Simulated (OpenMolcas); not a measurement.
Br II: effect of the active space

- Program: OpenMolcas
- Method: CASSCF or its RAS form
- Basis: ANO-RCC-VQZP
- Scalar Hamiltonian: DKH2, point nucleus
- Spin-orbit coupling: state interaction with AMFI integrals over the reference wave functions, term energies averaged over their components

A. 4 electrons in 3 orbitals (4p); 2S+1 = 3 even, 3 roots; 2S+1 = 1 even, 6 roots; cost about 2.9 core-seconds
B. 6 electrons in 4 orbitals (4s 4p); 2S+1 = 3 even, 3 roots; 2S+1 = 1 even, 6 roots; cost about 8 core-seconds
C. 6 electrons in 8 orbitals (4s 4p 5s 5p); 2S+1 = 3 even, 3 roots; 2S+1 = 1 even, 6 roots; 2S+1 = 3 odd, 1 root; 2S+1 = 1 odd, 5 roots; cost of the order of 30 core-seconds
D. 4 electrons in 9 orbitals (RAS2 4p; RAS3 4d 5s, at most 1 electron); 2S+1 = 3 even, 3 roots; 2S+1 = 1 even, 6 roots; 2S+1 = 5 odd, 6 roots; 2S+1 = 3 odd, 54 roots; 2S+1 = 1 odd, 48 roots; cost of the order of 50 core-seconds
E. 6 electrons in 9 orbitals (RAS2 4s 4p; RAS3 4d, at most 2 electrons); 2S+1 = 3 even, 3 roots; 2S+1 = 1 even, 6 roots; 2S+1 = 3 odd, 5 roots kept (CI in the orbitals of an earlier block); 2S+1 = 1 odd, 1 root; cost roughly 28 core-seconds

Energies in eV above 4s2 4p4 3P2, the measured ground level; measured values from NIST Handbook of Basic Atomic Spectroscopic Data.

```json
{"Level": "4s2 4p4 3P2", "A": "0.0000", "B": "0.0000", "C": "0.0000", "D": "0.0000", "E": "0.0000", "Measured": "0.0000"}
{"Level": "4s2 4p4 3P1", "A": "0.3512", "B": "0.3512", "C": "0.3439", "D": "0.3512", "E": "0.3448", "Measured": "0.3889"}
{"Level": "4s2 4p4 3P0", "A": "0.4553", "B": "0.4400", "C": "0.4264", "D": "0.4553", "E": "0.4398", "Measured": "0.4758"}
{"Level": "4s2 4p4 1D2", "A": "1.7929", "B": "1.7927", "C": "1.7657", "D": "1.7929", "E": "1.6998", "Measured": "1.4989"}
{"Level": "4s2 4p4 1S0", "A": "4.1656", "B": "3.3135", "C": "3.2272", "D": "4.1656", "E": "3.6024", "Measured": "3.4551"}
```

Deviations, from unrounded energies. A percentage is the sum of absolute deviations over the sum of measured energies, with the sign that they share, or ± where signs differ.

| Against measurement | Levels | A | B | C | D | E |
| --- | --- | --- | --- | --- | --- | --- |
| mean absolute deviation (cm-1) | 4 | 2100 | 1000 | 1200 | 2100 | 860 |
| fine structure of the ground term (%) | 2 | -6.7 | -8.5 | -10.9 | -6.7 | -9.3 |
| other terms of the ground configuration (%) | 2 | +20.3 | ±8.8 | ±10.0 | +20.3 | +7.0 |

E lies closest to measurement on these levels and D furthest from it. The largest miss of E in the table is 4s2 4p4 1D2, by +1600 cm-1. The ranking rests on the paired levels alone, and a cruder setting can come out closer through cancelling errors.

Among A to E the level of the table that moves most is 4s2 4p4 1S0, by 7600 cm-1 (lowest in C, highest in A).

Without dynamic correlation excited terms often stand tens of per cent too high (terms of higher spin than the ground term too low), and those without a measured partner can miss by more than the paired ones. With the s shell closed, the reference lacks s² → p² mixing (holds for A; D). No level of 4s 4p5 was computed, though it lies in the active space (holds for B; E). The run also gave levels led by 4s2 4p3 5s, which use shells meant for correlation; these and all levels above them are left out (holds for C). The run also gave levels led by 4s2 4p3 4d, which use shells meant for correlation; these and all levels above them are left out (holds for E). Computed and measured levels are paired by configuration, term and J; levels that our copy of the source lacks, or whose pairing is in doubt (as where it misses far off the trend of its configuration), stay unpaired and out of the deviations. Levels of configurations outside the active space are missing. Levels that lie high or do not pair safely by name in every column are left out.
